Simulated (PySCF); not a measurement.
**Telling isomers of C6H8N2 apart by NMR**

PySCF 2.14.0 with density-fitted response routines calculation with PBE0/pcSseg-1 with gauge-including orbitals, B3LYP/pcJ-1 coupling constants (spin–dipole term left out of most H,H and C,H couplings) and structure optimised with GFN2-xTB; one averaged value for each set of equivalent atoms, isolated molecule, a single conformation, no relativistic terms.

Scale: TMS for 1H, 13C (reference shieldings calculated alike). Multiplet labels drop J under 1 Hz and among equivalent protons, and merge close values. Unscaled 3J(H,H) run several per cent high. Where no couplings were computed, multiplicities follow the n + 1 count of equivalent neighbours, and m marks all less simple cases (inequivalent or close neighbours, rings, F or P nearby). Shifts are as computed. Against solution values, carbons near 30 ppm lie about +3 ppm off and those near 130 ppm about +5 ppm. Of 1211 compounds with measured shifts, 218 miss one by over three times the rms of a fit or turn the order of signals round; such compounds aren't used in these exercises. OH and NH positions are gas-phase values without hydrogen bonding to other molecules.

(1) Tabulate the signals of `NCc1ccncc1`, `C=NCC1(C#N)CC1`, `Nc1ccccc1N` and their relative energies.

(2) What is the quickest way to tell C=NCC1(C#N)CC1 from Nc1ccccc1N?

(3) What is the quickest way to tell NCc1ccncc1 from C=NCC1(C#N)CC1?

(4) What is the quickest way to tell NCc1ccncc1 from Nc1ccccc1N?

Answers

(1) 
```tsv
SMILES	carbon types	δC	δH	E rel. (kcal/mol)
NCc1ccncc1	1×C 4×CH 1×CH2	160.7, 156.9, 126.7, 53.8	8.96 (d, 2H), 7.21 (d, 2H), 3.82 (s, 2H), 0.73 (br s, 2H)	12.7
C=NCC1(C#N)CC1	2×C 4×CH2	159.5, 127.5, 72.3, 16.8, 12.2	7.88 (d, 1H), 7.46 (d, 1H), 3.52 (s, 2H), 1.22 (m, 2H), 1.11 (m, 2H)	55.0
Nc1ccccc1N	2×C 4×CH	138.9, 124.5, 119.5	6.94 (m, 2H), 6.84 (m, 2H), 2.93 (br s, 4H)	0.0
```

Energies are electronic energies at PBE0/pcSseg-1 on these geometries, without zero-point or thermal terms, each for the one conformer computed, which needn't be the lowest.

(2) Count the carbon signals: 5 against 3. The first has a C=N carbon (CH2) at 159.5 ppm, the second an aromatic CH at 124.5 ppm. Their most deshielded carbons lie at 159.5 and 138.9 ppm. In the proton spectra the most deshielded non-exchanging signals are 7.88 (d, 1H) and 6.94 (m, 2H).

(3) Count the carbon signals: 4 against 5. The first has an aromatic CH next to a ring nitrogen at 156.9 ppm, the second a C=N carbon (CH2) at 159.5 ppm. Their most deshielded carbons lie at 160.7 and 159.5 ppm. In the proton spectra the most deshielded non-exchanging signals are 8.96 (d, J = 5.6 Hz, 2H) and 7.88 (d, 1H).

(4) Count the carbon signals: 4 against 3. The first has an sp3 CH2 bonded to N, on an aromatic ring at 53.8 ppm, the second an aromatic carbon bearing nitrogen (C) at 138.9 ppm. Their most deshielded carbons lie at 160.7 and 138.9 ppm. In the proton spectra the most deshielded non-exchanging signals are 8.96 (d, J = 5.6 Hz, 2H) and 6.94 (m, 2H).
